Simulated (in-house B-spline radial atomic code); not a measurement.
Computed with a B-spline radial atomic code. Model: two electrons, singlet ground state, non-relativistic, full CI in B-splines with partial waves to l = 8 (at full coupling up to 3e-4 hartree above the limit, correlation up to 0.6 % small), density held at that of full coupling by Lieb maximisation.

Along the adiabatic connection the electron repulsion is scaled by a coupling λ while a local potential keeps the density fixed. At λ = 0 the system is the Kohn-Sham one and W equals the exchange energy; the exchange-correlation energy is the area under W between 0 and 1. The kinetic energy rises with λ as the electrons avoid each other, with dT/dλ = −λ dW/dλ.

Command:
```bash
python run_ac.py task.json out
```
Settings (lengths in bohr, energies in hartree):
```
potential              ball
strength               1
lmax                   8
wall_radius            18.7
```

Time taken, with all properties: 6.8 s on 1 thread of Intel(R) Xeon(R) Processor @ 2.30GHz, with other jobs on the host.

**W = mean repulsion less Hartree energy, and W of three functionals.**

Given: confinement empty hard sphere; hard wall radius 18.7 bohr; external potential zero inside.

Computed: LDA exchange minus exact 8.1129 millihartree; PBE exchange minus exact 0.48504 millihartree.

| coupling | W xc (hartree) | W xc minus exchange (millihartree) | kinetic minus Kohn-Sham (millihartree) | LDA (PW92) W minus its exchange (millihartree) | PBE W minus its exchange (millihartree) | SCAN W minus its exchange (millihartree) |
| --- | --- | --- | --- | --- | --- | --- |
| 0 | -0.08092 | 0 | 0 | 0 | 0 | 0 |
| 0.02 | -0.083569 | -2.65 | 0.03 | -6.45 | -3.86 | -1.83 |
| 0.05 | -0.086906 | -5.986 | 0.14 | -11.63 | -7.65 | -4.2 |
| 0.12 | -0.092494 | -11.574 | 0.6 | -19.03 | -13.55 | -8.57 |
| 0.25 | -0.098286 | -17.366 | 1.63 | -26.84 | -20.18 | -14.11 |
| 0.4 | -0.10173 | -20.813 | 2.72 | -32.19 | -24.88 | -18.2 |
| 0.6 | ? | ? | ? | ? | ? | ? |
| 0.8 | ? | ? | ? | ? | ? | ? |
| 1 | -0.10682 | -25.896 | 5.94 | -42.1 | -33.84 | -25.51 |
| 1.4 | -0.10818 | -27.26 | 7.56 | -45.34 | -36.83 | -27.52 |
| 2 | -0.10941 | -28.485 | 9.61 | -48.49 | -39.75 | -29.19 |
| 3 | -0.11058 | -29.659 | 12.49 | -51.7 | -42.73 | -30.57 |
| 4.5 | -0.11157 | -30.649 | 16.13 | -54.5 | -45.36 | -31.51 |
| 7 | -0.11248 | -31.562 | 21.26 | -57.12 | -47.82 | -32.19 |
| 10 | -0.11311 | -32.194 | 26.55 | -58.92 | -49.52 | -32.57 |

(1) What belongs in the row 0.6?

(2) What belongs in the row 0.8?

(3) What is the SCAN exchange minus exact?

**Energy parts, natural occupations and partial-wave weights.**

Computed: total energy 0.0952 hartree; exchange energy -0.08092 hartree; correlation energy -0.019954 hartree; kinetic part over minus potential part 0.22946; Hartree energy 0.16184 hartree; Kohn-Sham kinetic 0.034268 hartree.

```tsv
natural	occupation of the shell (electrons)
s	1.4716
p	0.5196
d	0.004773
s	0.0040074
p	?
f	3.0498e-06
```

(4) What belongs in the row p?

```json
{"wave": "s", "weight": "0.73781"}
{"wave": "p", "weight": "0.2598"}
{"wave": "d", "weight": "?"}
{"wave": "f", "weight": "1.8865e-06"}
{"wave": "g", "weight": "2.1884e-07"}
```

(5) What belongs in the row d?

(6) What is the kinetic part of the DFT correlation energy?

(7) What is the Lieb Oxford ratio E_xc over LDA exchange?

Answers

(1) W xc (hartree): -0.10426; W xc minus exchange (millihartree): -23.337; kinetic minus Kohn-Sham (millihartree): 3.96; LDA (PW92) W minus its exchange (millihartree): -36.72; PBE W minus its exchange (millihartree): -28.95; SCAN W minus its exchange (millihartree): -21.68.

(2) W xc (hartree): -0.10578; W xc minus exchange (millihartree): -24.858; kinetic minus Kohn-Sham (millihartree): 5.01; LDA (PW92) W minus its exchange (millihartree): -39.81; PBE W minus its exchange (millihartree): -31.75; SCAN W minus its exchange (millihartree): -23.94.

(3) -3.8364 millihartree.

(4) occupation of the shell (electrons): 5.743e-06.

(5) weight: 0.0023872.

(6) 0.0059421 hartree.

(7) 1.3855.

Half-way to full coupling W has made 85 % of its drop, against 50 % for a straight line, and second-order (GL2) theory, half the initial slope, overshoots the correlation energy by about 253 %: correlation is strong. Over couplings 0 to 1 the errors in E_xc come to about -3.6 millihartree for LDA, -4.2 millihartree for PBE, -2.0 millihartree for SCAN, so SCAN is nearest. In LDA and PBE and SCAN the errors of exchange and correlation have opposite signs, so the sum is smaller than the larger of the two.
